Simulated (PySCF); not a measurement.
CH9NO3Si3

CH9NO3Si3 is a molecule, neutral, singlet. The structure, one conformer, was relaxed in the gas phase by PBE0-D3(BJ)/def2-SVP. No frequency run checks that it is a minimum.

SMILES: CN[SiH]1O[SiH2]O[SiH2]O1

```
atom   x (Å)   y (Å)   z (Å)
  O1   0.021   1.434   0.247
 Si2  -1.514   1.519  -0.387
  O3  -1.539   0.578  -1.758
 Si4  -0.385  -0.346  -2.521
  O5   0.989  -0.312  -1.587
 Si6   1.178   0.270  -0.039
  N7   0.885  -1.034   1.031
  C8   0.562  -0.911   2.434
  H9  -2.506   0.988   0.586
 H10  -1.811   2.931  -0.739
 H11  -0.883  -1.741  -2.650
 H12  -0.078   0.237  -3.853
 H13   2.498   0.938   0.042
 H14   1.203  -1.954   0.747
 H15   1.433  -1.033   3.105
 H16   0.136   0.085   2.626
 H17  -0.200  -1.648   2.738
```

Shieldings: GIAO PBE0/pcSseg-1. Shifts are against computed references at the same level: C TMS (σ 184.4 ppm), H TMS (σ 31.27 ppm), Si TMS (σ 352.0 ppm). Core levels by delta-SCF with SCAN, pcX-2 on the ionised atom and pcseg-1 elsewhere, spin-free X2C (2p3/2 is the spin-free 2p value less a third of a first-order spin-orbit splitting); from the vacuum level, for chosen atoms.

Q: Give the NMR and core-level values of the distinct atoms.

A: 
| atoms | bonded to | σ (ppm) | δ (ppm) | core level (eV) |
| --- | --- | --- | --- | --- |
| O1 | 2 Si | 237.1 | - | 1s 537.86 |
| Si2 | 2 O + 2 H | 384.6 | -32.7 | 2p3/2 108.04 |
| O3 | 2 Si | 249.3 | - | - |
| Si4 | 2 O + 2 H | 384.7 | -32.7 | - |
| O5 | 2 Si | 235.3 | - | 1s 537.87 |
| Si6 | 1 N + 2 O + 1 H | 401.3 | -49.3 | 2p3/2 107.91 |
| N7 | 1 C + 1 Si + 1 H | 225.4 | - | 1s 404.61 |
| C8 | 1 N + 3 H | 156.7 | 27.7 | - |
| H9 | 1 Si | 25.99 | 5.28 | - |
| H10 | 1 Si | 26.10 | 5.16 | - |
| H11 | 1 Si | 26.10 | 5.17 | - |
| H12 | 1 Si | 26.09 | 5.18 | - |
| H13 | 1 Si | 26.37 | 4.90 | - |
| H14 | 1 N | 30.66 | 0.60 | - |
| H15 H16 H17 | 1 C | 28.56 | 2.71 | - |

Values are those of this one static structure, with the three H of a rotating XH3 group averaged; atoms that internal rotation interchanges would show their mean in an NMR spectrum.

Q: By CAM-B3LYP/def2-SVPD (TDDFT singlets, Tamm-Dancoff triplets, ionisation by delta-SCF), where does absorption start, and what does vertical ionisation take?

A: The lowest singlet lies at 6.37 eV (f 0.003), the strongest of the first 6 at 7.73 eV (f 0.048), the lowest triplet at 6.13 eV; vertical ionisation takes 9.30 eV.
